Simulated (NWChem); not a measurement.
# BaClF; SMILES [F][Ba][Cl]

Results from NWChem. Structure relaxed at the PBE0/def2-SVP level. def2 effective core potentials on Ba; no spin-orbit coupling. Ions are spin-unrestricted doublets at the neutral geometry; other ion states weren't tried.

Q: Order these by “−ε(HOMO) (eV)”, lowest first: r2SCAN/def2-SVP; B3LYP/def2-SVP; LRC-wPBEh/def2-SVP; Hartree-Fock/def2-SVP.

A: r2SCAN/def2-SVP (6.05), B3LYP/def2-SVP (6.78), LRC-wPBEh/def2-SVP (8.92), Hartree-Fock/def2-SVP (10.18)
